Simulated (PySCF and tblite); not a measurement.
The numbers below are computed, except where a source is named.
Stationary points of C7H9B at GFN2-xTB, in Å:

Structure A

```
 1 B     2.746   -0.159    0.286
 2 C     1.211   -0.022    0.119
 3 C     0.467   -1.143    0.232
 4 C    -0.999   -1.433    0.140
 5 C    -1.988   -0.340   -0.134
 6 C    -1.809    0.963   -0.330
 7 C    -0.580    1.728   -0.338
 8 C     0.679    1.315   -0.150
 9 H     3.444    0.776    0.197
10 H     3.219   -1.206    0.505
11 H     1.016   -2.057    0.434
12 H    -1.292   -1.923    1.081
13 H    -1.128   -2.204   -0.635
14 H    -3.005   -0.716   -0.169
15 H    -2.697    1.558   -0.512
16 H    -0.728    2.785   -0.524
17 H     1.447    2.077   -0.202
```

Structure B

```
 1 B     2.558   -0.034    0.676
 2 C     1.135   -0.081    0.086
 3 C     0.336   -1.157    0.316
 4 C    -0.943   -1.363   -0.417
 5 C    -1.810   -0.385    0.309
 6 C    -1.670    0.934    0.108
 7 C    -0.606    1.520   -0.649
 8 C     0.657    1.033   -0.699
 9 H     3.338    0.744    0.281
10 H     2.865   -0.792    1.512
11 H     0.623   -1.900    1.047
12 H    -1.314   -2.383   -0.341
13 H    -0.838   -1.073   -1.465
14 H    -2.553   -0.770    0.993
15 H    -2.386    1.618    0.547
16 H    -0.809    2.482   -1.104
17 H     1.410    1.620   -1.209
```

Level: CAM-B3LYP/pcSseg-1 + D3(BJ), IEF-PCM dimethylsulfoxide on GFN2-xTB stationary points, with GFN2-xTB thermal terms.

Q: Which structure is a saddle point, and along which motion?

A: A: one imaginary mode (105i cm⁻¹ at GFN2-xTB, mostly on C4, H13, H12), along the inversion of the 7-membered ring (2–3–4–5–6–7–8).

Q: Give their symmetry and energies above the lowest.

A: A Cs, 6.2 kcal/mol; B C1, 0.0 kcal/mol.
